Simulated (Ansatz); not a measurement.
An input meant for BaSe₂⁺ (charge 1, doublet; with a point charge).

```yaml
crystal:
  periodic: [true, true, true]
  atoms:
    - {symbol: Ba, position_ang: [-0.940799, -1.301133, 0.628846]}
    - {symbol: Se, position_ang: [1.323808, -0.124549, -0.641641]}
    - {symbol: Se, position_ang: [-0.383009, 1.425683, 0.012795]}
basis:
  gaussian: {orbitals: def2-TZVPP, nuclear_model: gaussian, point_charges: [{charge: 1.00, position_ang: [4.957, 0.198, 0.131]}]}
total_charge: 1
magnetization: {spin_polarized: true, initial_magnetization: 1}
hamiltonian: {xc: {name: HF}}
correlation: {method: ccsd, electrons: all}
scf: {lower_state_search: full}
```

```sh
$ ansatz run in.yaml --threads 4 --pin off --events-out ev --progress --plain --max-ram 3916MiB
```

Shortened log:

```
Error: YAML parse error: error: line 2 column 3: crystal: missing field `lattice` (a structure is typed as `lattice` and `atoms`, a molecule's as `atoms` in Å alone, or read from a run's directory, `checkpoint`)
 --> <input>:2:3
1 | crystal:
2 |   periodic: [true, true, true]
3 |   atoms:
4 |     - {symbol: Ba, position_ang: [-0.940799, -1.301133, 0.628846]}
```

Problem. What is wrong with this run?

Solution. The species is marked periodic without a cell. The input was rejected before any iteration.
